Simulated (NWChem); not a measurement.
CsF; SMILES [F][Cs]

Computed with NWChem. Coordinates come from a PBE0-D3(BJ)/def2-TZVP optimisation. def2 effective core potentials on Cs; no spin-orbit coupling. Level PBE0/def2-SVP: single points from the atomic guess with DIIS by default; each run changes one setting, and all converged runs end within 0.3 mHa of each other. NWChem's automatic level shift, which a small gap switches on, acted in some of these runs.

```json
[
 {"setting": "defaults", "SCF iterations": "30"},
 {"setting": "no DIIS, 40 % damping", "SCF iterations": "26"},
 {"setting": "DIIS on 3 Fock matrices", "SCF iterations": "27"},
 {"setting": "DIIS on 20 Fock matrices", "SCF iterations": "30"},
 {"setting": "70 % damping for 30 cycles", "SCF iterations": "33"},
 {"setting": "level shift of 0.5 Ha throughout", "SCF iterations": "30"}
]
```
